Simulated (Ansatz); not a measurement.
The molecule CdF, multiplicity 2 (lowest of 2S+1 = 2, 4 at CCSD(T)/def2-TZVPP on PBE0 minima; our sources give no spin for the ground state, which may be another). No spin–orbit coupling.

The constants come from a fifth-degree fit in 1/R (seven points, main isotopes). Runs in def2 and cc sets follow the lowest solution found near the PBE0 minimum.

The values were computed with Ansatz (an electronic-structure program). Values without a source in brackets are computed. In def2 rows elements past Kr take small-core potentials, without spin–orbit coupling.

Energies at SVWN5/def2-TZVPP:

| R (Å) | E (hartree) |
|---|---|
| 1.852494 | -266.71504526 |
| 1.902292 | -266.71865464 |
| 1.948107 | -266.72010957 |
| 1.999897 | -266.72009637 |
| 2.051687 | -266.71874793 |
| 2.111445 | -266.71598557 |
| 2.181162 | -266.71165127 |

With a reduced mass of 16.2826 u, find the minimum, the force constant and the constants.

A fifth-degree polynomial in 1/R puts the minimum at r_e = 1.9729 Å with force constant 251 N/m. Then ω_e = (1/2πc)√(k/μ) = 512 cm⁻¹ and B_e = h/(8π²cμr_e²) = 0.2660 cm⁻¹; the cubic and quartic terms give α_e = 0.0022 and ω_e x_e = 3.3 cm⁻¹.
